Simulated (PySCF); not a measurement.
C₃H₅, SMILES [CH2]C=C (connectivity only; charge and spin as stated), charge +1, multiplicity 1. Geometry: B3LYP-D3(BJ)/def2-TZVP. The multiplicity is an assumed one; other spin states were not compared. The isomer is the one that the SMILES or the coordinates give; other isomers of the formula were not compared.

TDDFT-PBE/def2-SVPD run with PySCF puts the lowest singlet excitations at 4.46, 5.02, 5.78, 6.69, 7.66, 9.01 eV.

Question: What are the lowest excitation roots from ADC(2)/aug-cc-pVDZ (PySCF 2.14.0)? (An estimate is asked for; the answer gives what the named calculation found.)

Answer: 5.41, 5.69, 6.02, 7.71, 9.03, 10.47 eV. S1 differs by 0.95 eV (second minus first; roots are paired by order, and the bases may differ).
